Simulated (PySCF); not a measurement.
What settings do to a single point of Nd2O2F2

The sound run of Nd2O2F2 (singlet in the valence; each metal's 4f electrons, 3 of them, lie in its core potential, out of spins and levels) uses PySCF 2.14.0, RKS PBE0, Nd lcecp-1-SVP with ECP49, O def2-SVP, F def2-SVP; non-relativistic Hamiltonian with scalar-relativistic core potentials where named; density fitting; no spin-orbit coupling, grid (50, 194), threshold 1e-8 Eh and 55 cycles, at the relaxed geometry:

```xyz
6

Nd    0.0000   -0.7297    1.4500
Nd    0.0000    0.7297   -1.4500
O     1.3467    0.0000    0.0000
O    -1.3467    0.0000    0.0000
F     0.0000    0.5001    3.1382
F     0.0000   -0.5001   -3.1382
```

There Nd1 has a Mulliken charge of 1.10 e and the dipole about the centre of mass is 0.00 D. Each run below changes one thing and starts from free metal ions and neutral atoms unless it says otherwise; with 55 cycles, smearing, a level shift and second-order steps follow where DIIS fails, and their cycles count. Energy shifts count from the sound run. On f atoms grids over 110 angular points are at least (60, 302).

```tsv
change	outcome	cycles	energy shift (eV)	largest force component (eV/Å)	charge on Nd1 (e)	dipole about the centre of mass (D)
start from a density of up to 30 smeared cycles (not counted)	converged	7	0.0000	0.01	1.10	0.00
all coordinates × 1.12	converged	9	2.79	4.46	1.19	0.00
grid (99, 590)	converged	9	-0.0036	0.01	1.10	0.00
threshold 0.0001	converged	6	0.0002	0.01	1.09	0.00
spin (2S) set to 3, limit 71 cycles	refused	–	–	–	–	–
```

**Question.** How does the run with this change end: charge changed by +5, spin kept, limit 80 cycles?

**Answer.** outcome refused.

Forces carry noise of the integration grid, about 0.01 to 0.03 eV/Å.

An lcecp potential fixes the number of 4f electrons, so in runs with it no electron can move into or out of that shell.
